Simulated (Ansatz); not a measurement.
Relaxation of BCl3 (4 atoms, charge 0, multiplicity 1), to a largest force component of 0.02 eV/Å in at most 40 steps.

The calculation used Ansatz 0.2.0, RKS BLYP-D4/def2-SVP.

```xyz
4
Properties=species:S:1:pos:R:3
B 0.000 0.000 0.000
Cl 0.000 0.000 1.860
Cl 1.611 0.000 -0.930
Cl -1.611 0.000 -0.930
```

Question: Where does it end, and by what steps?

Answer: It converged. After 3 steps the energy has fallen by 0.327 eV; Cl2 moved furthest, 0.10 Å.

| step | energy less start (eV) | largest force component (eV/Å) | accepted |
| --- | --- | --- | --- |
| 0 | 0.0000 | 2.050 | yes |
| 1 | -0.2676 | 0.965 | yes |
| 2 | -0.3257 | 0.172 | yes |
| 3 | -0.3273 | 0.003 | yes |

```xyz
4
Properties=species:S:1:pos:R:3
B 0.000 0.000 0.000
Cl 0.000 0.000 1.762
Cl 1.526 0.000 -0.881
Cl -1.526 0.000 -0.881
```

Whether the end is a true minimum wasn't checked by a vibrational analysis.

Run time: 3.4 s on 1 thread of Intel(R) Xeon(R) 6975P-C (Granite Rapids), on a shared host, peak memory 0.13 GiB.
